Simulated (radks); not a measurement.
The numbers below are computed, except where a source is named.
Coulomb parameter of the 3d shell of the manganese ion Mn+ in the model configuration [Ar] 3d4 4s1 4p1, as a second difference U = [E(n + 0.25) + E(n - 0.25) - 2 E(n)] / (0.25)^2 with all orbitals relaxed. "Bare": the charge of the atom changes with n. "Screened": the 4p shell takes up the change at fixed total charge, which measures U(3d,3d) + U(4p,4p) - 2 U(3d,4p). Code: a radial shooting solver on a logarithmic mesh with Libxc functionals. Model: scalar-relativistic Kohn-Sham, PBE, spin-unpolarised, spherical densities, finite nucleus; Fermi nuclear charge, rms radius 3.7057 fm.

\begin{tabular}{lrr}
case & configuration & E - E(n) (eV) \\ \hline
start & [Ar] 3d4 4s1 4p1 & 0.000 \\
bare +0.25 & [Ar] 3d4.25 4s1 4p1 & -4.922 \\
bare -0.25 & [Ar] 3d3.75 4s1 4p1 & 5.861 \\
screened +0.25 & [Ar] 3d4.25 4s1 4p0.75 & -2.973 \\
screened -0.25 & [Ar] 3d3.75 4s1 4p1.25 & 3.305 \\
\end{tabular}

U(bare) = 15.032 eV, U(screened by 4p) = 5.315 eV, against the Slater integral F0(3d,3d) = 23.269 eV with frozen orbitals.
